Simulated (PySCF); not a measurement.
A side-by-side comparison of computed properties.

First species: C3H9ClSSi2.
Numbering: `[CH2:1]=[CH:2][SiH2:3][CH2:4][S:5][SiH2:6][Cl:7]` (hydrogens: H8, H9 on C1; H10 on C2; H11, H12 on Si3; H13, H14 on C4; H15, H16 on Si6)

Cartesian coordinates in Å at the GFN2-xTB level; atoms count from 1:
```
atom  x, y, z in Å
C1    -2.777    0.497    1.407
C2    -2.308   -0.220    0.398
Si3   -0.808    0.241   -0.638
C4     0.429   -1.204   -0.490
S5     1.928   -0.967   -1.520
Si6    3.052    0.495   -0.442
Cl7    2.821    0.244    1.544
H8    -2.309    1.419    1.710
H9    -3.645    0.203    1.978
H10   -2.826   -1.137    0.140
H11   -1.163    0.400   -2.052
H12   -0.180    1.464   -0.125
H13    0.760   -1.372    0.533
H14   -0.002   -2.132   -0.859
H15    2.593    1.837   -0.772
H16    4.427    0.240   -0.823
```

Second species: C₃H₉ClSSi₂.
SMILES: `Cl/C([SiH2]SC)=C\[SiH3]`

Levels: wB97X-D/def2-SVPD for dipole moment, HOMO energy, LUMO energy, HOMO–LUMO gap, static isotropic polarisability and electronic spatial extent ⟨r²⟩ about the centre of nuclear charge; TDDFT wB97X-D/def2-SVPD for lowest singlet excitation; TDA wB97X-D/def2-SVPD for lowest triplet excitation (Tamm–Dancoff); GFN2-xTB for rotational constant A and rotational constant C. Geometries: GFN2-xTB. Each species is one conformer at its optimised geometry, gas phase, non-relativistic unless stated. Electronic properties by PySCF.

Dipoles, sizes and rotational constants follow the conformer. The torsions of the flexible species, by atom-mapped SMILES:
- `[CH2:1]=[CH:2][SiH2:3][CH2:4][S:5][SiH2:6][Cl:7]`: C1–C2–Si3–C4 122°, C2–Si3–C4–S5 177°, Si3–C4–S5–Si6 75°, C4–S5–Si6–Cl7 35°
- `[CH3:1][S:2][SiH2:3]/[C:4]([Cl:5])=[CH:6]/[SiH3:7]`: C1–S2–Si3–C4 -61°, S2–Si3–C4–Cl5 157°

Question: Which has the higher rotational constant C?

Answer: The second: 0.545 GHz against 0.521 GHz, a difference of 0.024 GHz.

Question: Which of the two has the higher rotational constant A, and by how much?

Answer: The first: 1.742 GHz against 1.724 GHz, a difference of 0.018 GHz.

Question: Which of the two has the higher dipole moment, and by how much?

Answer: The first: 1.32 D against 1.12 D, a difference of 0.20 D.

Question: Which has the higher static isotropic polarisability?

Answer: The second: 123.7 au against 121.2 au, a difference of 2.5 au.

Question: Which has the higher HOMO–LUMO gap?

Answer: The first: 9.70 eV against 9.30 eV, a difference of 0.40 eV.

Question: Which of the two has the higher S1 energy, and by how much?

Answer: The second: 5.32 eV against 5.17 eV, a difference of 0.15 eV.

Question: Which has the higher LUMO energy?

Answer: The first: 1.03 eV against 0.38 eV, a difference of 0.65 eV.

Question: Which of the two has the higher HOMO energy, and by how much?

Answer: The first: -8.67 eV against -8.92 eV, a difference of 0.25 eV.

On the first: The vertical singlet–triplet gap S1 − T1 is 0.71 eV (TDDFT singlet less Tamm–Dancoff triplet; S1: HOMO→LUMO, weight 0.67; T1: HOMO−1→LUMO, weight 0.39, beside HOMO−1→LUMO+1, weight 0.34). The 8 singlets span 5.17 to 7.33 eV, and their oscillator strengths add up to 0.34.

On the second: The polarisability is 18.33 Å³ as a volume (1 au = 0.148185 Å³), or 1.41 au for each of the 88 electrons.
